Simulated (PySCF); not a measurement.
Zn(28+) (zinc, charge +28): Hartree-Fock from Schrödinger to Dirac-Coulomb-Breit

Occupied: 1s1/2. Hartree-Fock calculated with PySCF 2.14 in an even-tempered Gaussian basis (16 s from 3.1 bohr⁻², ratio 2.7; 11 p from 3.7 bohr⁻², ratio 2.7), Gaussian nucleus throughout. NR is non-relativistic, sf-X2C the spin-free one-electron X2C Hamiltonian, X2C adds the bare one-electron spin-orbit term, X2C-SNSO screens it by Boettger's factors, DC is four-component Dirac-Coulomb, and the Gaunt and Breit terms are added at first order (total energies over the DC spinors, levels after relaxing the spinors in that mean field). QED terms are absent. Levels marked empty are virtual spinors of this ion.

| level (eV) | NR | sf-X2C | X2C | X2C-SNSO |
| --- | --- | --- | --- | --- |
| 1s1/2 | -11739.3 | -11875.9 | -11875.9 | -11875.9 |
| 2s1/2 (empty) | -2743.0 | -2782.8 | -2782.8 | -2782.8 |
| 2p1/2 (empty) | -2688.5 | -2705.0 | -2726.8 | -2726.1 |
| 2p3/2 (empty) | -2688.5 | -2705.0 | -2694.6 | -2694.9 |
| 3s1/2 (empty) | -1203.0 | -1217.0 | -1217.0 | -1217.0 |

Question: Where do the four-component calculations put these levels?

Answer: 1s1/2: DC -11880.5, DC+Gaunt -11871.1, DC+Breit -11871.1; 2s1/2 (empty): DC -2783.3, DC+Gaunt -2782.3, DC+Breit -2782.4; 2p1/2 (empty): DC -2725.8, DC+Gaunt -2723.7, DC+Breit -2724.0; 2p3/2 (empty): DC -2695.2, DC+Gaunt -2694.2, DC+Breit -2694.5; 3s1/2 (empty): DC -1217.1, DC+Gaunt -1216.8, DC+Breit -1216.9 (eV).

```tsv
Hamiltonian	E (hartree)	E − E(DC) (hartree)	CPU seconds
NR	-881.3498	10.7109	0.14
sf-X2C	-891.8871	0.1736	0.08
X2C	-891.8871	0.1736	0.08
X2C-SNSO	-891.8871	0.1736	0.08
DC	-892.0607	0.0000	1.2
DC+Gaunt	-891.7075	0.3532	2
DC+Breit	-891.7075	0.3532	17
```

Weight of the small component: 1s1/2 0.0119, 2s1/2 0.00274, 2p1/2 0.00271, 2p3/2 0.00268, 3s1/2 0.00120.

Koopmans' value for the highest occupied level at DC+Breit: 11871.1 eV, against an ionisation energy of 11864.9 eV (theoretical estimate listed by NIST; NIST Atomic Spectra Database, ionization energies); the former lacks relaxation, correlation, QED and recoil.

The whole ladder took 21 s of wall time on 1 thread of Neoverse-V2 (shared host), launched as `OMP_NUM_THREADS=1 python relrun2.py TASK.json OUT` (a driver that calls PySCF for each Hamiltonian).
